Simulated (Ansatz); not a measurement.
`[OH][Ga]([F])[Br]`, charge 0, multiplicity 1.

(1) Give a relaxed structure at PBE0-D4/def2-TZVP (Ansatz). (An estimate is asked.)

Results:

(1) The calculation gave: 
```xyz
5

O     0.6442    1.0007   -0.7255
Ga   -0.1687   -0.1810    0.3006
F    -0.5913   -1.7192   -0.4054
Br   -0.6689    0.2232    2.4500
H     0.7847    0.6764   -1.6197
```
Point group Cs.
